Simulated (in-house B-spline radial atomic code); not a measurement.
# Binding energies in Ar⁵⁺

NIST's tabulated ground configuration is [Ne] 3s2 3p1; each binding energy is the energy of the ion with one electron taken from that subshell, relaxed, less that of the parent. Level of theory: Dirac-Hartree-Fock, average of configuration, Fermi nucleus of rms radius 3.4274 fm; calculated with a B-spline radial code for spherical atoms. Energies include first-order Breit, QED and recoil terms.

```csv
subshell,X-ray name,binding energy (eV),-ε (eV),relaxation (eV)
1s,K,3307.7,3335.4,24.4
2s,L1,422.6,427.3,4.5
3s,M1,105.1,105.4,0.3
3p,"M2,3",90.15,90.42,0.25
```

Relaxation = -ε minus the binding energy without Breit, QED and recoil terms.

Question: What does it cost to remove both a 3s and a 3p electron?

Answer: 212.41 eV, which is 17.18 eV more than the two single binding energies together.
